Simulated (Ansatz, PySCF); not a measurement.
F3OW, charge +1, singlet, geometry from GFN2-xTB (such geometries of metal compounds can be far from the true shape) (the multiplicity is a formal guess) (core potentials on W). Base run: PySCF with B3LYP5/def2-SVP.

Here is a job for PySCF.
```python
from pyscf import gto, scf, dft

mol = gto.M(
    atom='''
W     0.03276909    0.01661360   -0.03832689
O     1.06473280    0.53980879   -1.24531676
F     0.85407835   -0.92010144    1.24100277
F    -1.27389095   -1.04545804   -0.63272718
F    -0.79605128    1.34912875    0.81380483
''',
    basis='def2-svp',
    ecp={'W': 'def2-svp'},
    charge=1,
    verbose=4,
)

mf = dft.RKS(mol)
mf.xc = 'b3lyp5'
mf.kernel()
```

The same geometry, method and basis name were run in Ansatz (an electronic-structure program) and PySCF, at each program's defaults and at the settings that a row names. The base is PySCF at its defaults. Differences at the defaults can come from grids, fitting, cores and function types together.

| code and settings | ΔE vs base (µEh) | basis functions | E (Eh) | SCF cycles |
|---|---|---|---|---|
| PySCF, defaults (exact integrals, its default grid, spherical functions) | 0.0 | 88 | -441.24359 | 12 |
| Ansatz, defaults (factorised integrals, its default grid, spherical functions) | 52.1 | 88 | -441.24354 | - |
| PySCF, density fitting with def2-universal-jkfit | 3.1 | 88 | -441.24359 | 12 |
| PySCF, fine grid | 34.8 | 88 | -441.24356 | 11 |
| Ansatz, high accuracy | 37.3 | 88 | -441.24356 | - |
